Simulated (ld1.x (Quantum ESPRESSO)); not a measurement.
**Pr, PAW: configuration errors across variants**

Pr, PAW, made with ld1.x (Quantum ESPRESSO) 7.5 (PBEsol, scalar-relativistic). Core [Kr] 4d10, reference 4f3 5s2 5p6 5d0 6s1.5 6p0 (charge +0.5). Waves: 5s (bound): rcut 2.15, rcutus 2.90 bohr; 6s (bound): rcut 2.15, rcutus 2.90 bohr; 5p (bound): rcut 2.30, rcutus 2.55 bohr; 6p (bound, empty): rcut 2.30, rcutus 2.55 bohr; 5d (bound, empty): rcut 2.20, rcutus 3.00 bohr; 5d channel at 0.5 Ry: rcut 2.20, rcutus 3.00 bohr; 4f (bound): rcut 1.35, rcutus 1.45 bohr; 4f channel at 3.65 Ry: rcut 1.35, rcutus 1.45 bohr. Local part: all-electron potential smoothed inside 1.10 bohr (lloc = -1). Core correction: a·sin(br)/r model core inside 1.10 bohr. Augmentation charge: PSQ, inside the norm-conserving radii.

All-electron excitation energies from the reference (eV): (1) 4f3 5s2 5p6 5d0 6s2 6p0 -2.294; (2) 4f3 5s2 5p6 5d0 6s1 6p0 3.447; (3) 4f3 5s2 5p6 5d0 6s0 6p0 13.979; (4) 4f3 5s2 5p5 5d0 6s2 6p0 23.834; (5) 4f4 5s2 5p6 5d0 6s0 6p0 6.301; (6) 4f3 5s2 5p6 5d0 6s0 6p2 2.375; (7) 4f3 5s2 5p6 5d0 6s0 6p1 6.339.

The overlap operator is not positive definite (basis up to 400 Ry) in “base”, “waves 4f (bound): rcut 1.35, rcutus 1.72 bohr; 4f channel at 3.65 Ry: rcut 1.35, rcutus 1.72 bohr”, “local potential all-electron potential smoothed inside 1.38 bohr (lloc = -1)”, “local potential all-electron potential smoothed inside 2.25 bohr (lloc = -1)”, “all radii but the core radius scaled by about 0.75 (s 2.18, p 1.90, d 2.24, f 1.08 bohr, rcut 1.60/1.72/1.64/1.02); local potential all-electron potential smoothed inside 0.82 bohr (lloc = -1)”, “waves 5s (bound): rcut 2.15, rcutus 2.72 bohr; 6s (bound): rcut 2.15, rcutus 2.72 bohr”, “core correction a·sin(br)/r model core inside 0.62 bohr”, “waves 5d (bound): rcut 2.20, rcutus 4.46 bohr; 5d channel at 0.5 Ry: rcut 2.20, rcutus 4.46 bohr”, “wave 4f channel at 3.65 Ry: rcut 1.35, rcutus 1.45 bohr becomes 4f channel at 5.83 Ry: rcut 1.35, rcutus 1.45 bohr”. Such files are unfit for use, however small their errors in these radial tests.

3 further variants failed, have other tests or another functional or relativity, and are left out.

A true bound ghost makes a file unfit for plane-wave use even where its test errors are small: the radial tests pick states by their node count and pass the ghost by.

Errors AE − PS in meV (a dash: test not solved or not reliable):

| change | (1) | (2) | (3) | (4) | (5) | (6) | (7) | bound ghosts |
| --- | --- | --- | --- | --- | --- | --- | --- | --- |
| base | +0.3 | -1.9 | -5.0 | -86 | -240 | -1.1 | -3.4 | d (s, p not tested, overlap not positive) |
| waves 4f (bound): rcut 1.35, rcutus 1.72 bohr; 4f channel at 3.65 Ry: rcut 1.35, rcutus 1.72 bohr | +0.4 | -1.8 | -5.0 | -84 | -220 | -1.1 | -3.4 | d (s, p not tested, overlap not positive) |
| local potential all-electron potential smoothed inside 1.38 bohr (lloc = -1) | +0.1 | -2.1 | -5.0 | -115 | -19 | -0.8 | -1.8 | d (s, p not tested, overlap not positive) |
| local potential all-electron potential smoothed inside 2.25 bohr (lloc = -1) | +0.9 | -1.3 | -5.0 | – | – | – | – | not determined (overlap not positive) |
| all radii but the core radius scaled by about 0.75 (s 2.18, p 1.90, d 2.24, f 1.08 bohr, rcut 1.60/1.72/1.64/1.02); local potential all-electron potential smoothed inside 0.82 bohr (lloc = -1) | +0.9 | -1.2 | -4.7 | -20 | -48 | -0.9 | -2.1 | p, d (s not tested, overlap not positive) |
| waves 5s (bound): rcut 2.15, rcutus 2.72 bohr; 6s (bound): rcut 2.15, rcutus 2.72 bohr | +0.5 | -1.6 | -5.0 | -60 | -244 | -1.1 | -3.5 | d (s, p not tested, overlap not positive) |
| core correction a·sin(br)/r model core inside 0.62 bohr | +0.3 | -1.9 | -5.0 | -87 | -246 | -1.0 | -3.4 | d (s, p not tested, overlap not positive) |
| waves 5d (bound): rcut 2.20, rcutus 4.46 bohr; 5d channel at 0.5 Ry: rcut 2.20, rcutus 4.46 bohr | +0.3 | -1.9 | -5.0 | -86 | -240 | -1.1 | -3.4 | not determined (overlap not positive) |
| wave 4f channel at 3.65 Ry: rcut 1.35, rcutus 1.45 bohr becomes 4f channel at 5.83 Ry: rcut 1.35, rcutus 1.45 bohr | +0.3 | -1.9 | -5.0 | -86 | -238 | -1.2 | -3.5 | d (s, p not tested, overlap not positive) |

**Question.** Give the same row for: waves 5p (bound): rcut 2.30, rcutus 3.60 bohr; 6p (bound): rcut 2.30, rcutus 3.60 bohr.

**Answer.** +0.3, -2.1, -14, -209, –, –, –; bound ghosts: d (s, p not tested, overlap not positive). Its overlap operator is not positive definite in a basis up to 400 Ry (lowest eigenvalue s -0.23, p -1.49), so the file is unfit for use: the generalised eigenproblem breaks down once the basis is large enough, and its test numbers describe a broken file.
